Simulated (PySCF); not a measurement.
This PySCF input (PBE/cc-pV(Q+d)Z) gives -329.18539 Eh with 209 basis functions.

```python
import numpy as np, basis_set_exchange as bse
from pyscf import gto, scf, dft, df

basis = {'C': gto.basis.parse(bse.get_basis('cc-pV(Q+d)Z', elements=['C'], fmt='nwchem')), 'H': gto.basis.parse(bse.get_basis('cc-pV(Q+d)Z', elements=['H'], fmt='nwchem')), 'Si': gto.basis.parse(bse.get_basis('cc-pV(Q+d)Z', elements=['Si'], fmt='nwchem'))}
mol = gto.M(
    atom='''
    C    -1.11056998    0.02553653   -0.04779558
    Si    0.64940984   -0.11713465    0.02966460
    H    -1.69010245    0.94834355   -0.08800704
    H    -1.74251990   -0.86510146   -0.05979506
    H     1.00430453    1.40342380    0.01927110
    ''',
    basis=basis,
    charge=-1,
    verbose=4,
    max_memory=8640,
)
mf = dft.RKS(mol, xc='pbe')
mf.grids.level = 3
mf = mf.density_fit(auxbasis=df.autoaux(mol))
mf.conv_tol = 1e-9
mf.max_cycle = 100
print('smallest overlap eigenvalue', np.linalg.eigvalsh(mol.intor('int1e_ovlp'))[0])
mf.kernel()
dip = mf.dip_moment()
```

Change:
```diff
- basis = {'C': gto.basis.parse(bse.get_basis('cc-pV(Q+d)Z', elements=['C'], fmt='nwchem')), 'H': gto.basis.parse(bse.get_basis('cc-pV(Q+d)Z', elements=['H'], fmt='nwchem')), 'Si': gto.basis.parse(bse.get_basis('cc-pV(Q+d)Z', elements=['Si'], fmt='nwchem'))}
+ basis = {'C': gto.basis.parse(bse.get_basis('def2-QZVPP', elements=['C'], fmt='nwchem')), 'H': gto.basis.parse(bse.get_basis('def2-QZVPP', elements=['H'], fmt='nwchem')), 'Si': gto.basis.parse(bse.get_basis('def2-QZVPP', elements=['Si'], fmt='nwchem'))}
```

What does the run give now?

-329.19093 Eh (PBE/def2-QZVPP, 217 functions), a change of -5.54 mEh.
